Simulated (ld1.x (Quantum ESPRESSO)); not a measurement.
## Reading a pseudo-wave (calcium (Ca))

Columns: radius, all-electron u(r) and pseudo u(r) of the 3s shell (level -47.09 eV) of calcium in the configuration [Ne] 3s2 3p6 3d0 4s2 4p0; PBE, scalar-relativistic, RRKJ scheme, ld1.x (Quantum ESPRESSO) 7.5.

| r (bohr) | all-electron | pseudo |
| --- | --- | --- |
| 0.138 | -0.2290 | 0.0578 |
| 0.275 | -0.5175 | 0.1619 |
| 0.413 | -0.1399 | 0.3338 |
| 0.550 | 0.3584 | 0.5527 |
| 0.688 | 0.7409 | 0.7743 |
| 0.825 | 0.9566 | 0.9429 |
| 0.963 | 1.0332 | 1.0269 |
| 1.100 | 1.0128 | 1.0214 |
| 1.238 | 0.9350 | 0.9477 |
| 1.375 | 0.8302 | 0.8383 |
| 1.513 | 0.7162 | 0.7188 |
| 1.650 | 0.6062 | 0.6064 |
| 1.788 | 0.5047 | 0.5047 |
| 1.925 | 0.4160 | 0.4160 |
| 2.062 | 0.3399 | 0.3399 |
| 2.200 | 0.2753 | 0.2753 |
| 2.338 | 0.2217 | 0.2217 |
| 2.475 | 0.1780 | 0.1780 |
| 2.613 | 0.1422 | 0.1422 |
| 2.750 | 0.1134 | 0.1134 |
| 2.888 | 0.0902 | 0.0902 |
| 3.025 | 0.0717 | 0.0717 |
| 3.162 | 0.0569 | 0.0569 |
| 3.300 | 0.0450 | 0.0450 |
| 3.438 | 0.0355 | 0.0355 |
| 3.575 | 0.0281 | 0.0281 |

Q: How many radial nodes do the two functions have?

A: The all-electron 3s function has n − l − 1 = 2 (the table is too coarse to show those close to the nucleus); the pseudo-wave has 0, since the states of the same l below it are removed with the core.

Q: At about which radius was the pseudo-wave matched?

A: 1.75 bohr, where the columns begin to agree (steps of 0.14 bohr).

Q: Where does each function peak?

A: Outermost all-electron maximum near 0.96 bohr, pseudo maximum near 0.96 bohr (to the table’s step).

Q: Is the pseudo-wave norm-conserving?

A: Yes: the RRKJ scheme keeps the norm inside the radius equal to the all-electron one, which fixes the energy derivative of the logarithmic derivative at the level.
